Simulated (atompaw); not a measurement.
u(r) = r·R(r): atom against pseudo-atom (nitrogen)

Columns: radius, all-electron u(r) and pseudo u(r) of the 2p shell (level -13.45 eV) of nitrogen in the configuration [He] 2s2 2p2.5; PBE, non-relativistic, PAW (atompaw) scheme, atompaw 4.2.0.5.

```csv
r (bohr),all-electron,pseudo
0.067,0.0386,0.0058
0.135,0.1258,0.0235
0.202,0.2296,0.0518
0.269,0.3352,0.0897
0.337,0.4355,0.1367
0.404,0.5233,0.1896
0.471,0.5984,0.2472
0.538,0.6612,0.3076
0.606,0.7128,0.3697
0.673,0.7523,0.4297
0.740,0.7812,0.4869
0.808,0.8008,0.5403
0.875,0.8118,0.5872
0.942,0.8154,0.6272
1.010,0.8129,0.6601
1.077,0.8053,0.6847
1.144,0.7935,0.7013
1.212,0.7780,0.7105
1.279,0.7600,0.7126
1.346,0.7398,0.7086
1.413,0.7180,0.6991
1.481,0.6947,0.6848
1.548,0.6709,0.6667
1.615,0.6466,0.6454
1.683,0.6217,0.6215
1.750,0.5971,0.5971
```

(1) How many radial nodes do the two functions have?

(2) Is the pseudo-wave norm-conserving?

Results:

(1) The all-electron 2p function has n − l − 1 = 0; the pseudo-wave has 0.

(2) No, it belongs to a PAW set: the norm inside the radius is not constrained, and the difference is carried by the augmentation charge.
